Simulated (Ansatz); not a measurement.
Reaction (atomization): `O[SiH2]C#C[SiH3]` → 2 C• + 6 H• + O• + 2 Si•

Calculated with Ansatz (gas phase, PBE0-D4/def2-TZVP geometries, no zero-point term in ΔE). CCSD(T)/CBS adds triple-zeta CCSD(T) − MP2 to the extrapolated MP2 energy (def2 sets, frozen cores). This one scheme is used for every species, atoms too. DFT in def2-TZVPP. No spin–orbit coupling; open shells (•) take unrestricted orbitals. Spin–orbit coupling would lower the free atoms: a little for C, O, Si. One conformer a species, not always the lowest.

`O[SiH2]C#C[SiH3]`:

```xyz
11

O    -2.318   -1.229   -1.610
Si   -0.684   -1.144   -1.741
C     0.043   -0.161   -0.379
C     0.525    0.478    0.535
Si    1.251    1.448    1.901
H    -2.686   -1.541   -0.782
H    -0.050   -2.486   -1.691
H    -0.409   -0.483   -3.033
H     2.356    0.674    2.516
H     1.771    2.731    1.368
H     0.201    1.714    2.915
```

CCSD(T)/CBS gives +983.4 kcal/mol.

**Question.** Another level gave +971.4 kcal/mol. Which?
A. CCSD(T)/def2-TZVPP
B. ωB97M-V/def2-TZVPP
C. PBE-QIDH/def2-TZVPP
D. r2SCAN0-D4/def2-TZVPP

**Answer.** C. PBE-QIDH 971.4, r2SCAN0-D4 965.1, ωB97M-V 982.3, CCSD(T)/def2-TZVPP 956.2 kcal/mol.

Largest T1 diagnostic among the species: 0.012.

At CCSD(T), def2-SVP lies −66.0 kcal/mol from the extrapolated value and def2-TZVPP −27.2 kcal/mol: correlation converges slowly with the basis, and small sets miss more of it in the bonded molecule than in its fragments. From r2SCAN to r2SCAN0 (25 % exact exchange), in def2-TZVPP and without D4, ΔE moves by −16.1 kcal/mol: exact exchange takes away binding that semilocal exchange gives to molecules. Leaving LDA and LC-ωPBE aside and taking each functional with its dispersion term where it has one, the values, not all of them listed here, spread over 34.3 kcal/mol, from BHLYP-D4 to PBE-D4. LDA lies +120.5 kcal/mol from PBE without D4, its usual overbinding.

For atomizations the MP2-based limit and the directly extrapolated one differ by several kJ/mol either way, and by 10 to 25 for some Ge, Se and Sn compounds, so smaller differences from it don't rank the levels.
